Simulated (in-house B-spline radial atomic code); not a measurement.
Configurations of the nickel ion Ni⁴⁺, with energies counted from [Ar] 3d6. All numbers are computed (Dirac-Hartree-Fock, average of configuration; Fermi nucleus of rms radius 3.7757 fm) with a radial B-spline atomic code at the basis-set limit, not measured. Energies include first-order Breit, QED and recoil terms.

Occupations are held fixed; configurations that lie above the ionisation limit could autoionise.

```tsv
configuration	E - E(ref) (eV)	highest orbital	its <r> (bohr)
[Ar] 3d5 4p1	33.534	4p3/2	2.183
[Ar] 3d5 4f1	56.556	4f5/2	3.496
[Ar] 3d5 6s1	61.65	6s1/2	6.239
[Ar] 3d5 5g1	64.487	5g9/2	5.496
[Ar] 3d5 6g1	68.645	6g9/2	8.792
[Ne] 3s2 3p5 3d7	70.339	3d5/2	0.8343
[Ar] 3d5 7f1	71.058	7f5/2	13.26
[Ar] 3d5 7g1	71.152	7g9/2	12.69
[Ne] 3s2 3p5 3d6 5s1	120.99	5s1/2	3.797
[Ne] 3s2 3p5 3d6 5g1	134.58	5g9/2	5.495
[Ne] 3s2 3p5 3d6 7g1	141.25	7g9/2	12.69
```

(1) Order these further configurations by energy, lowest first.
A. [Ne] 3s2 3p5 3d6 4s1
B. [Ne] 3s2 3p5 3d6 4f1
C. [Ne] 3s2 3p5 3d6 7f1
D. [Ar] 3d5 6f1
E. [Ar] 3d5 7s1

(2) How far above the reference does [Ar] 3d5 5f1 lie?

(3) How far above the reference does [Ar] 3d5 5s1 lie?

(4) How far above the reference does [Ne] 3s2 3p5 3d6 6g1 lie?

(5) One of these lies 68.05 eV from the reference. Which?
A. [Ne] 3s2 3p5 3d6 5f1
B. [Ar] 3d5 7p1
C. [Ar] 3d5 5p1

Answers

(1) E (67.064 eV), D (68.507 eV), A (94.012 eV), B (126.63 eV), C (141.15 eV).

(2) 64.281 eV; its least bound orbital is 5f5/2 with <r> = 6.142 bohr.

(3) 50.914 eV; its least bound orbital is 5s1/2 with <r> = 3.8 bohr.

(4) 138.74 eV; its least bound orbital is 6g9/2 with <r> = 8.791 bohr.

(5) B.
